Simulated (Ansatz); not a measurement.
`[NH2][GeH2][OH]` + `N[SiH](O)O` → `[OH][GeH2][NH][SiH](O)O` + NH₃  (ligand exchange at a Ge–N bond)

Computed with Ansatz on PBE0-D4/def2-TZVP structures; ΔE is electronic, products minus reactants. CCSD(T)/CBS is the MP2 limit (def2-TZVPP, def2-QZVPP) plus CCSD(T) − MP2 in def2-TZVPP, frozen cores. This one scheme is used for every species. For Ge outer-core shells are correlated without core-valence functions, which leaves a few kJ/mol of doubt a bond. Scalar relativity is left out up to krypton. Each species was taken in one conformer, which may not be the lowest.

```
             level  ΔE (kcal/mol)
SCS-MP2/def2-TZVPP           -7.4
SCS-MP2/def2-QZVPP           -7.0
```

Question: What does CCSD(T)/CBS give? (An estimate is asked.)

Answer: Computed: -7.6 kcal/mol. The listed levels differ from it by 0.2, 0.6 kcal/mol.

Largest T1 diagnostic among the species: 0.012.

The D4 term adds −2.5 kcal/mol with B3LYP and −1.5 kcal/mol with PBE0; it sums over pairs of atoms, weighted by their polarisabilities, and B3LYP, whose exchange is more repulsive, gets the larger term. In def2-TZVPP, CCSD(T) changes the Hartree–Fock value by −3.9 kcal/mol (the triples alone add −0.7 kcal/mol) and MP2 by −4.0 kcal/mol.

B3LYP here is the variant with VWN-RPA as its local correlation; programs differ in this.
